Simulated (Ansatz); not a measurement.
Geometry optimisation, Ansatz 0.2.0, RKS r2SCAN/def2-SVP.

The input (input.yaml):

```yaml
crystal:
  periodic: [false, false, false]
  atoms:
    - { symbol: Ge, position_ang: [0.392355, -0.054075, -0.123279] }
    - { symbol: H, position_ang: [0.433466, 0.101257, 1.407556] }
    - { symbol: H, position_ang: [1.732672, 0.041863, -0.856074] }
    - { symbol: Cl, position_ang: [-0.851126, 1.507681, -0.94207] }
    - { symbol: Cl, position_ang: [-0.443288, -1.982171, -0.59345] }
    - { symbol: Si, position_ang: [-2.821733, 0.079651, 1.329645] }
    - { symbol: H, position_ang: [-3.037056, -0.539846, -0.003339] }
    - { symbol: H, position_ang: [-3.59697, -0.687116, 2.353318] }
    - { symbol: H, position_ang: [-3.295703, 1.493104, 1.326718] }
    - { symbol: H, position_ang: [-1.407018, 0.039653, 1.727575] }
basis:
  gaussian: { orbitals: def2-SVP }
hamiltonian:
  xc: r2scan
relax:
  f_tol: 0.03
  max_steps: 50
```

Launched with:

```bash
$ ansatz run input.yaml --threads 4 --pin off --max-ram 5120MiB --backend cpu --events-out ev --progress --plain --runs-dir out
```

**Question.** Where does it end, and by what steps?

**Answer.** The forces met the threshold. After 7 steps the energy has fallen by 0.231 eV; H2 moved furthest, 0.65 Å.

```
step  energy less start (eV)  largest force component (eV/Å)  accepted
   0                  0.0000                           0.864       yes
   1                 -0.1696                           0.168       yes
   2                 -0.2169                           0.064       yes
   3                 -0.2246                           0.201       yes
   4                 -0.2271                           0.095       yes
   5                 -0.2296                           0.042       yes
   6                 -0.2303                           0.055       yes
   7                 -0.2306                           0.025       yes
```

```xyz
10
Properties=species:S:1:pos:R:3
Ge 0.743 -0.045 -0.267
H 1.049 0.143 1.217
H 1.938 0.044 -1.216
Cl -0.672 1.476 -0.858
Cl -0.182 -1.972 -0.533
Si -3.154 0.072 1.448
H -3.289 -0.531 0.093
H -4.075 -0.623 2.398
H -3.499 1.523 1.403
H -1.753 -0.089 1.940
```

Whether the end is a true minimum wasn't checked by a vibrational analysis.

The run took 26 s on 4 threads of Arm Neoverse V1 (shared host), peak memory 0.2 GiB.
